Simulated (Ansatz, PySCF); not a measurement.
Breaking the C3–H4 bond in C2H3B (SMILES BC#C) (multiplicity 1 held, fragments rigid). Energies count from the point at 1.064 Å.
Geometry at that point (charge 0, multiplicity 1):
```xyz
6

B     -1.1934    -0.0518    -0.7150
C      0.0924     0.0040     0.0554
C      1.1293     0.0490     0.6766
H      2.0411     0.0886     1.2230
H     -1.9546     0.8608    -0.6666
H     -1.4500    -1.0086    -1.3734
```

R- and RO- levels are restricted; in cc, def2 and unpolarised 6-31G sets they are followed outwards from rest. Unrestricted levels (U-) break spin symmetry where that is lower. Left out are points that failed, MP2 points in a non-variational dive below the minimum, coupled-cluster points behind a sign of a changed root (a jump of the amplitudes, or a one-step jump against full CI or MRCI), small-basis points behind a change of solution, and semi-empirical points at long bonds. Levels need not reach the same state.

Rows in 6-31G* carry no dispersion term and start afresh at each structure (6-31G* with six Cartesian d functions).

The values were computed with Ansatz (Gaussian basis) for Hartree–Fock, density functionals and correlated methods; PySCF for 6-31G* rows. Each number belongs to the level named beside it.

Energies in kcal/mol.

| R (Å) | R-HF/6-31G* | U-HF/6-31G* | R-r2SCAN/cc-pVTZ | R-B3LYP/6-31G* | U-B3LYP/cc-pVTZ | R-wB97X-V/cc-pVTZ |
|---|---|---|---|---|---|---|
| 0.851 | 33.1 | 33.1 | 32.0 | 34.1 | 31.6 | 32.9 |
| 0.957 | 6.3 | 6.3 | 6.4 | 7.0 | 6.2 | 6.8 |
| 1.064 | 0.0 | 0.0 | 0.0 | 0.0 | 0.0 | 0.0 |
| 1.170 | 5.2 | 5.2 | 4.3 | 4.0 | 4.3 | 4.1 |
| 1.276 | 16.7 | 16.7 | 14.3 | 14.0 | 14.4 | 14.1 |
| 1.436 | 39.1 | 39.1 | 34.0 | 33.7 | 34.2 | 34.2 |
| 1.596 | 63.3 | 62.9 | 55.3 | 54.9 | 55.4 | 56.1 |
| 1.862 | 101.5 | 88.0 | 88.1 | 87.6 | 88.3 | 90.9 |
| 2.127 | 134.8 | 98.3 | 115.0 | 114.7 | 113.3 | 120.6 |
| 2.447 | 167.6 | 102.9 | 139.2 | 139.6 | 128.2 | 149.1 |
| 2.872 | 200.7 | 104.7 | 160.4 | 162.3 | 135.7 | 176.9 |
| 3.404 | 228.8 | 105.1 | 175.1 | left out | 138.6 | 200.0 |

Doubts at one or more of the structures used: a restricted determinant that unrestricted orbitals would lower (R-HF/6-31G*, R-r2SCAN/cc-pVTZ, R-B3LYP/6-31G*, R-wB97X-V/cc-pVTZ); a spin-contaminated determinant (U-HF/6-31G*, U-B3LYP/cc-pVTZ).

Ansatz is a quantum-chemistry and plane-wave program.
